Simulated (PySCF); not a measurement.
Numbering as in the mapped SMILES `[CH3:1][C:2]([CH3:3])([F:4])[c:5]1[cH:6][cH:7][cH:8][cH:9][cH:10]1` (H(Xn): hydrogen on atom n).

Computed data (PySCF 2.14): shieldings: GIAO PBE0/pcSseg-1, geometry: PBE0-D3(BJ)/def2-SVP. A single conformation, non-relativistic Hamiltonian, fast rotation and ring inversion assumed for equivalent nuclei, no solvent.

Q: Predict the 2D correlation tables (HSQC, COSY, HMBC).

A: 

HSQC (one-bond C–H):
| δH | δC |
| --- | --- |
| 7.49 (H(C6)/H(C10)) | 128.8 (C6/C10) |
| 7.49 (H(C7)/H(C9)) | 133.7 (C7/C9) |
| 7.39 (H(C8)) | 132.3 (C8) |
| 1.54 (H(C1)/H(C3)) | 31.6 (C1/C3) |

COSY cross peaks (H two or three bonds apart, from the bond graph; peaks can be absent where the dihedral angle is near 90°):
| δH | δH |
| --- | --- |
| 7.49 (H(C6)/H(C10)) | 7.49 (H(C7)/H(C9)) |
| 7.49 (H(C7)/H(C9)) | 7.39 (H(C8)) |

HMBC (two and three bonds, from the bond graph):
| δH | δC |
| --- | --- |
| 7.49 (H(C6)/H(C10)) | 152.7 (C5), 133.7 (C7/C9), 132.3 (C8), 128.8 (C6/C10), 94.9 (C2) |
| 7.49 (H(C7)/H(C9)) | 152.7 (C5), 133.7 (C7/C9), 132.3 (C8), 128.8 (C6/C10) |
| 7.39 (H(C8)) | 133.7 (C7/C9), 128.8 (C6/C10) |
| 1.54 (H(C1)/H(C3)) | 152.7 (C5), 94.9 (C2), 31.6 (C1/C3) |

References, each an isolated molecule treated in the same way: TMS for 1H (31.27 ppm), 13C (184.41 ppm).

Short H···H contacts in this conformer between protons four or more bonds apart (candidates for NOE cross peaks, intensity ∝ r⁻⁶): H(C3)···H(C10) 2.41 Å.

Shifts are as computed. Against solution values, carbons near 30 ppm lie about +2 ppm off and those near 130 ppm about +5 ppm. Of 1211 compounds with measured shifts, 218 miss one by over three times the rms of a fit or turn the order of signals round; such compounds aren't used in these exercises.
